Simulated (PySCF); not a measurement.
Mass spectrum arithmetic for `FC(F)(F)c1ncc[n-]1`

Species: `FC(F)(F)c1ncc[n-]1`.

All values are calculated from tables of isotopes.

What are the average molar mass and the monoisotopic mass?

For [C4H2F3N2]-, with standard atomic weights, 3 × 18.998 + 4 × 12.011 + 2 × 14.007 + 2 × 1.008 = 135.068 g/mol. From the most abundant isotopes (19F, 12C, 14N, 1H), 3 × 18.998403 + 4 × 12.000000 + 2 × 14.003074 + 2 × 1.007825 = 135.0170 u for neutral atoms; the ion's mass is 135.0176 u once 1 electron mass (0.000549 u) is added.

Give the isotope pattern of the ion itself, merging species of the same nominal mass.

| nominal mass | m/z (centroid) | relative intensity |
| --- | --- | --- |
| 135 | 135.0176 | 100.0 |
| 136 | 136.0200 | 5.1 |
| 137 | 137.0222 | 0.1 |

Cut off at 0.1 %. Abundances used (%; other tables differ somewhat): 12C 98.93, 13C 1.07; 14N 99.632, 15N 0.368; 1H 99.9885, 2H 0.0115.

Resolve the fine structure: one atom at a time replaced by a minor isotope.

Intensity in % of the monoisotopic species:

```tsv
isotope	mass shift (u)	m/z	intensity (%)
15N	+0.99703	136.0146	0.74
13C	+1.00335	136.0209	4.33
2H	+1.00628	136.0238	0.02
```

Species under 0.02 % are left out.

What resolving power m/Δm just matches the spacing of the species with one 15N and with one 13C?

They lie 0.00632 u apart at mass 136.01, so m/Δm is about 22000.

Give the mass fraction of each element.

F 42.20 %, C 35.57 %, N 20.74 %, H 1.49 %.
